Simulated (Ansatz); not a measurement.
Reaction (homolysis of the Ge–N bond): `[OH][GeH2][NH][SiH](O)F` → `[OH][GeH2]`• + `[NH][SiH](O)F`•

Gas-phase electronic energies from Ansatz, PBE0-D4/def2-TZVP geometries. CCSD(T)/CBS is the MP2 limit (def2-TZVPP, def2-QZVPP) plus CCSD(T) − MP2 in def2-TZVPP, frozen cores. This one scheme is used for every species. Functionals use def2-TZVPP. No spin–orbit coupling; open shells (•) take unrestricted orbitals. For Ge outer-core shells are correlated without core-valence functions, which leaves a few kJ/mol of doubt a bond. Scalar relativity is left out up to krypton. Each species was taken in one conformer, which may not be the lowest.

```tsv
species	B2PLYP energy (Eh)
`[OH][GeH2][NH][SiH](O)F`	-2674.82506
`[OH][GeH2]`•	-2153.61792
`[NH][SiH](O)F`•	-521.04619
```

Problem. Work out ΔE.

Solution. ΔE = (-2153.61792) + (-521.04619) − (-2674.82506) = 0.16095 Eh = +101.0 kcal/mol. CCSD(T)/CBS gives +108.4 kcal/mol.

Largest T1 diagnostic among the species: 0.015.

In def2-TZVPP, CCSD(T) changes the Hartree–Fock value by +30.6 kcal/mol (the triples alone add +2.6 kcal/mol) and MP2 by +37.3 kcal/mol; breaking electron pairs costs correlation energy, which Hartree–Fock lacks. From PBE to PBE0 (25 % exact exchange), in def2-TZVPP and without D4, ΔE moves by +2.0 kcal/mol.
